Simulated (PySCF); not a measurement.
FLi, charge +1, doublet, geometry from GFN2-xTB (such geometries of metal compounds can be far from the true shape) (a state made from the parent by changing its charge; the spin is typed, not shown lowest). Base run: PBE/def2-SVP in PySCF.

Here is a job for PySCF.
```python
from pyscf import gto, scf, dft

mol = gto.Mole()
mol.atom = '''
    Li   -0.00000000   -0.00000000   -1.65974449
    F     0.00000000    0.00000000    0.55324816
'''
mol.basis = 'def2-svp'
mol.charge = 1
mol.spin = 1
mol.verbose = 4
mol.build()

mf = dft.UKS(mol)
mf.xc = 'pbe'
mf.kernel()
```

The base run was repeated with changes; each row names its change, and settings that it needs were set with it.

```json
[
 {"change": "base", "ΔE vs base (mEh)": "0.000", "fitting functions": "-", "outcome": "converged"},
 {"change": "auxbasis = def2-svp-ri", "ΔE vs base (mEh)": "-26.705", "fitting functions": "73", "outcome": "converged"},
 {"change": "auxbasis = def2-tzvp-ri", "ΔE vs base (mEh)": "-0.126", "fitting functions": "115", "outcome": "converged"},
 {"change": "auxbasis = cc-pvtz-ri", "ΔE vs base (mEh)": "-0.075", "fitting functions": "162", "outcome": "converged"},
 {"change": "auxbasis = even-tempered beta=3.0", "ΔE vs base (mEh)": "-0.119", "fitting functions": "127", "outcome": "converged"},
 {"change": "auxbasis = even-tempered beta=1.6", "ΔE vs base (mEh)": "-0.002", "fitting functions": "276", "outcome": "converged"},
 {"change": "auxbasis = cc-pvqz-jkfit", "ΔE vs base (mEh)": "-", "fitting functions": "-", "outcome": "input refused"},
 {"change": "auxbasis = def2-universal-jkfit", "ΔE vs base (mEh)": "-0.023", "fitting functions": "128", "outcome": "converged"},
 {"change": "auxbasis = autoaux", "ΔE vs base (mEh)": "-0.039", "fitting functions": "185", "outcome": "converged"},
 {"change": "auxbasis = def2-universal-jfit", "ΔE vs base (mEh)": "-0.053", "fitting functions": "98", "outcome": "converged"}
]
```

A fitting set is made for a task (jfit for Coulomb, jkfit for Coulomb and exchange, ri for correlation) and for a family of orbital bases.

Open shells are given as the SCF converged; they aren't shown to be the lowest states, and a large step between rows can be another state.

- auxbasis = cc-pvqz-jkfit: ended with `pyscf.lib.exceptions.BasisNotFoundError: Basis set not found for Li in cc-pvqz-jkfit`
